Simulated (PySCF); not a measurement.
## How methods differ on the ionisation energy of Kr

Kr [Kr] (1S) → Kr+ [Ar] 3d10 4s2 4p5 (2P), as a difference of total energies. Computed with PySCF 2.14 in aug-cc-pVDZ-DK, with scalar relativity by spin-free X2C-1e. Correlated levels: valence: [Ar] 3d10 frozen. The calculations carry no spin-orbit coupling.

```csv
method,ionisation energy (eV),error (eV)
UHF,13.180,-1.042
PBE0,14.169,-0.053
TPSS,14.140,-0.082
MP2 (valence),13.979,-0.243
SCS-MP2 (valence),13.900,-0.322
CCSD (valence),13.876,-0.346
CCSD(T) (valence),13.894,-0.328
```

Reference: 14.222 eV (measured; NIST levels, between the centres of gravity of the two terms).

Errors of the correlated levels include the incompleteness of this basis and the frozen core.
